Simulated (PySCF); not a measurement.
BH6NO2Si, SMILES N[SiH2]B(O)O.

Geometry: B3LYP-D3(BJ)/def2-SVP. This is a generated structure with no PubChem entry under its InChIKey; it may be hypothetical. Other conformers were not sampled.

Two levels are set side by side: TDA-PBE/def2-SVPD (PySCF) and TDA-ωB97X/def2-SVPD (PySCF). Vertical, same geometry. The lowest singlet is HOMO→LUMO 94 % with PBE and HOMO→LUMO 80 %, HOMO→LUMO+1 13 % with the other functional; states are paired by order. Differences are taken from unrounded values.

```csv
quantity,TDA-ωB97X
lowest singlet excitation (eV),6.44
lowest triplet excitation (TDA) (eV),5.51
first bright state (f over 0.05) (eV),7.51
its oscillator strength,0.05
```

Q: What does TDA-PBE give, and how far is it from TDA-ωB97X? (The exact figures need the calculation; the answer reports its results.)

A: 
| quantity | TDA-PBE | TDA-PBE minus TDA-ωB97X |
|---|---|---|
| lowest singlet excitation (eV) | 5.29 | -1.15 |
| lowest triplet excitation (TDA) (eV) | 4.79 | -0.72 |
| first bright state (f over 0.05) (eV) | 6.68 | -0.83 |
| its oscillator strength | 0.06 | 0.00 |

Functionals without exact exchange tend to place singlet excitations lower, as here. Differences between two approximate levels are no errors against the true value.

Rough cost on one machine, each run with all the roots and properties that it gave: TDA-ωB97X against TDA-PBE about 5 times.
